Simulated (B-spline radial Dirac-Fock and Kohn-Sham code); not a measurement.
# Characteristic X-ray lines: Pt⁸⁺

System: the Pt⁸⁺ ion, configuration [Xe] 4f14 5d2.

The run's input, task.json:

```json
{"items": [{
  "Z": 78,
  "q": 8,
  "cfg": [[1, 0, 2], [2, 0, 2], [2, 1, 6], [3, 0, 2], [3, 1, 6], [3, 2, 10], [4, 0, 2], [4, 1, 6], [4, 2, 10], [4, 3, 14], [5, 0, 2], [5, 1, 6], [5, 2, 2]],
  "A": 195,
  "rrms": 5.427,
  "do": ["binding"]
}]}
```

Launch: `python xray_run.py task.json out`

Level of theory: Dirac-Fock (average of configuration) total-energy differences with a finite nucleus, the Breit interaction including its frequency dependence, and self-energy and vacuum-polarisation corrections; a radial B-spline solver. A line energy is the difference of two single-hole energies; the list is a selection of electric-dipole transitions between resolved j subshells. Correlation energy is missing from these numbers.

```tsv
line	energy (eV)	wavelength (Å)
K-O3	78352.8	0.15824
K-O2	78335.8	0.15827
Kβ2' (K-N3)	77868.3	0.15922
Kβ2'' (K-N2)	77777.3	0.15941
Kβ1 (K-M3)	75739.9	0.16370
Kβ3 (K-M2)	75359.7	0.16452
Kα1 (K-L3)	66826.0	0.18553
Kα2 (K-L2)	65116.6	0.19040
Lγ4 (L1-O3)	13850.3	0.89517
L1-O2	13833.3	0.89627
Lγ3 (L1-N3)	13365.8	0.92762
Lγ2 (L1-N2)	13274.9	0.93397
L2-O1	13177.1	0.94091
Lγ1 (L2-N4)	12942.2	0.95798
Lγ5 (L2-N1)	12544.6	0.98835
Lβ7 (L3-O1)	11467.7	1.0812
Lβ2 (L3-N5)	11249.7	1.1021
Lβ3 (L1-M3)	11237.4	1.1033
Lβ15 (L3-N4)	11232.8	1.1038
Lβ1 (L2-M4)	11071.6	1.1198
```

Values without a named source are computed, but for edge energies of neutral atoms, which are taken from tables.
